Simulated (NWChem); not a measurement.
Program: NWChem. System: C2H2ClF, charge 0, spin multiplicity 1, at a geometry optimised with PBE0/def2-SVP. The structure started from a generated list of species.

Job file:

```
start mol
memory heap 200 mb stack 900 mb global 1100 mb
geometry units angstroms nocenter noautoz
  C      1.644835    -0.154068     0.000000
  C      0.327057    -0.312398     0.000000
  F     -0.254516    -1.495899     0.000000
  Cl    -0.818213     0.968040     0.000000
  H      2.083230     0.841792     0.000000
  H      2.285695    -1.036580     0.000000
  symmetry group Cs
end
basis spherical
  * library aug-cc-pvdz
end
dft
  xc xpbe96 cpbe96
  semidirect memsize 60000000 filesize 0
  iterations 100
end
task dft energy
```

The output up to the point where the run's verdict is printed (cleaned and shortened):

```
             Northwest Computational Chemistry Package (NWChem) 7.3.0
             --------------------------------------------------------

                                NWChem Input Module
                                -------------------

 Scaling coordinates for geometry "geometry" by  1.889725989
 (inverse scale =  0.529177249)

 Turning off AUTOSYM since
 SYMMETRY directive was detected!

                             Geometry "geometry" -> ""
                             -------------------------

 Output coordinates in angstroms (scale by  1.889725989 to convert to a.u.)

  No.       Tag          Charge          X              Y              Z
 ---- ---------------- ---------- -------------- -------------- --------------
    1 C                    6.0000     1.64483500    -0.15406800     0.00000000
    2 C                    6.0000     0.32705700    -0.31239800     0.00000000
    3 F                    9.0000    -0.25451600    -1.49589900     0.00000000
    4 Cl                  17.0000    -0.81821300     0.96804000     0.00000000
    5 H                    1.0000     2.08323000     0.84179200     0.00000000
    6 H                    1.0000     2.28569500    -1.03658000     0.00000000

 Effective nuclear repulsion energy (a.u.)     149.6636181598

            Nuclear Dipole moment (a.u.)
            ----------------------------
        X                 Y               Z
 ---------------- ---------------- ----------------
     0.0000226767     0.0000094486     0.0000000000

      Symmetry information
      --------------------

 Group name             Cs
 Group number              2
 Group order               2
 No. of unique centers     6

      Symmetry unique atoms

     1    2    3    4    5    6


 Summary of "ao basis" -> "" (spherical)
 ------------------------------------------------------------------------------
       Tag                 Description            Shells   Functions and Types
 ---------------- ------------------------------  ------  ---------------------
 *                        aug-cc-pvdz                 on all atoms

  pbe96 is a nonlocal functional; adding pw91lda local functional.
[...]
 d= 0,ls=0.5,diis    52   -636.5729366068 -2.24D-04  8.86D-04  3.21D-04    36.0
 d= 0,ls=0.5,diis    53   -636.5729769973 -4.04D-05  1.28D-03  4.49D-04    36.5
 d= 0,ls=0.5,diis    54   -636.5729615271  1.55D-05  8.75D-04  8.51D-04    37.1
 d= 0,ls=0.5,diis    55   -636.5730067408 -4.52D-05  1.16D-03  8.26D-04    37.7
 d= 0,ls=0.5,diis    56   -636.5729844559  2.23D-05  6.93D-04  1.19D-03    38.2
 d= 0,ls=0.5,diis    57   -636.5731488179 -1.64D-04  5.43D-04  4.28D-04    38.8
 d= 0,ls=0.5,diis    58   -636.5732068595 -5.80D-05  8.65D-04  3.82D-04    39.4
 d= 0,ls=0.5,diis    59   -636.5732210624 -1.42D-05  1.13D-03  5.47D-04    39.9
 d= 0,ls=0.5,diis    60   -636.5732087998  1.23D-05  6.95D-04  8.26D-04    40.5
 d= 0,ls=0.5,diis    61   -636.5732522007 -4.34D-05  6.45D-04  7.48D-04    41.1
 d= 0,ls=0.5,diis    62   -636.5733845242 -1.32D-04  4.92D-04  2.10D-04    41.6
 d= 0,ls=0.5,diis    63   -636.5734451994 -6.07D-05  9.27D-04  1.04D-04    42.2
 d= 0,ls=0.5,diis    64   -636.5734568366 -1.16D-05  1.11D-03  2.41D-04    42.7
 d= 0,ls=0.5,diis    65   -636.5734486391  8.20D-06  9.37D-04  4.63D-04    43.3
 d= 0,ls=0.5,diis    66   -636.5734515824 -2.94D-06  6.66D-04  5.77D-04    43.8
 d= 0,ls=0.5,diis    67   -636.5734891630 -3.76D-05  4.76D-04  4.68D-04    44.4
 d= 0,ls=0.5,diis    68   -636.5735407135 -5.16D-05  5.57D-04  2.98D-04    45.0
 d= 0,ls=0.5,diis    69   -636.5736088877 -6.82D-05  4.78D-04  6.78D-05    45.5
 d= 0,ls=0.5,diis    70   -636.5736283399 -1.95D-05  4.74D-04  1.08D-04    46.1
 d= 0,ls=0.5,diis    71   -636.5736426712 -1.43D-05  7.50D-04  1.64D-04    46.7
 d= 0,ls=0.5,diis    72   -636.5736351585  7.51D-06  4.28D-04  3.18D-04    47.2
 d= 0,ls=0.5,diis    73   -636.5736595296 -2.44D-05  3.65D-04  2.61D-04    47.8
 d= 0,ls=0.5,diis    74   -636.5737069074 -4.74D-05  3.50D-04  9.94D-05    48.4
 d= 0,ls=0.5,diis    75   -636.5737394219 -3.25D-05  6.39D-04  4.32D-05    48.9
 d= 0,ls=0.5,diis    76   -636.5737567400 -1.73D-05  6.40D-04  4.39D-05    49.5
 d= 0,ls=0.5,diis    77   -636.5737659050 -9.17D-06  7.70D-04  8.08D-05    50.0
 d= 0,ls=0.5,diis    78   -636.5737630002  2.90D-06  7.04D-04  1.76D-04    50.6
 d= 0,ls=0.5,diis    79   -636.5737642253 -1.23D-06  4.86D-04  2.33D-04    51.1
 d= 0,ls=0.5,diis    80   -636.5737792658 -1.50D-05  2.75D-04  1.94D-04    51.7
 d= 0,ls=0.5,diis    81   -636.5738087082 -2.94D-05  2.79D-04  8.13D-05    52.2
 d= 0,ls=0.5,diis    82   -636.5738301351 -2.14D-05  3.52D-04  2.68D-05    52.8
 d= 0,ls=0.5,diis    83   -636.5738372853 -7.15D-06  4.60D-04  5.05D-05    53.3
 d= 0,ls=0.5,diis    84   -636.5738374684 -1.83D-07  6.01D-04  1.04D-04    53.9
 d= 0,ls=0.5,diis    85   -636.5738304110  7.06D-06  2.45D-04  1.92D-04    54.4
 d= 0,ls=0.5,diis    86   -636.5738517479 -2.13D-05  2.32D-04  1.01D-04    55.0
 d= 0,ls=0.5,diis    87   -636.5738667575 -1.50D-05  3.04D-04  6.55D-05    55.5
 d= 0,ls=0.5,diis    88   -636.5738776693 -1.09D-05  2.24D-04  4.92D-05    56.1
 d= 0,ls=0.5,diis    89   -636.5738913286 -1.37D-05  4.81D-04  2.08D-05    56.6
 d= 0,ls=0.5,diis    90   -636.5738941474 -2.82D-06  4.89D-04  4.44D-05    57.2
 d= 0,ls=0.5,diis    91   -636.5738943204 -1.73D-07  4.49D-04  8.00D-05    57.7
 d= 0,ls=0.5,diis    92   -636.5738954925 -1.17D-06  4.18D-04  9.95D-05    58.3
 d= 0,ls=0.5,diis    93   -636.5738978522 -2.36D-06  3.14D-04  1.11D-04    58.8
 d= 0,ls=0.5,diis    94   -636.5739043568 -6.50D-06  2.06D-04  9.43D-05    59.4
 d= 0,ls=0.5,diis    95   -636.5739137370 -9.38D-06  2.29D-04  6.14D-05    59.9
 d= 0,ls=0.5,diis    96   -636.5739177900 -4.05D-06  2.53D-04  6.27D-05    60.5
 d= 0,ls=0.5,diis    97   -636.5739174585  3.32D-07  1.61D-04  8.73D-05    61.1
 d= 0,ls=0.5,diis    98   -636.5739252965 -7.84D-06  1.55D-04  5.88D-05    61.6
 d= 0,ls=0.5,diis    99   -636.5739299681 -4.67D-06  2.47D-04  5.39D-05    62.2
 d= 0,ls=0.5,diis   100   -636.5739413180 -1.13D-05  1.48D-04  1.46D-05    62.8
```

Convergence was not reached. The next line reads: Calculation failed to converge. NWChem stopped with the message: dft energy failed.
